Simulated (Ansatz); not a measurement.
Basis-set extrapolation for CAlF₂NO, SMILES `O=C=[N][Al]([F])[F]` (PBE0-D4/def2-TZVP geometry, frozen core, the Gaussian-basis code of Ansatz). Multiplicity 1, RHF reference.

```json
{"": "HF", "cc-pV(T+d)Z": "-608.362340", "cc-pV(Q+d)Z": "-608.398464"}
{"": "MP2 correlation", "cc-pV(T+d)Z": "-1.133527", "cc-pV(Q+d)Z": "-1.227202"}
{"": "CCSD(T) correlation", "cc-pV(T+d)Z": "-1.169688", "cc-pV(Q+d)Z": "-1.260766"}
```

Energies in hartree. Use E(X) = E(∞) + A·exp(−5.46·√X) for Hartree–Fock and E(X) = E(∞) + B·X^(−3.05) for correlation, with X = 3 and 4.

What is the CCSD(T) energy at the basis-set limit?

HF limit: -608.398464 + (-0.036124) × 0.30130 = -608.40935. Correlation limit: -1.260766 + (-0.091078) × 0.71189 = -1.32560. Total: -609.73495 hartree, 532.8 kJ/mol below CCSD(T)/cc-pV(T+d)Z.
